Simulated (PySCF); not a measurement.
Harmonic spectrum computed at PBE0 in the def2-TZVP basis family (core potentials from Rb on, PySCF, no spin–orbit coupling):

```csv
symmetry,ω (cm⁻¹),"IR (km/mol, summed over degenerate members)"
πu,73,5.3
σg+,260,0.0
σu+,398,41.6
```

Task: Which molecule gave it? In each, all ligands are bound to the one heavy central atom.
A. SiSe₂ (singlet)
B. SnSe₂ (singlet)
C. PbSe₂ (singlet)
D. TeSe₂ (singlet)

Result: B. It has D∞h symmetry with Sn–Se 2.303 Å (×2).
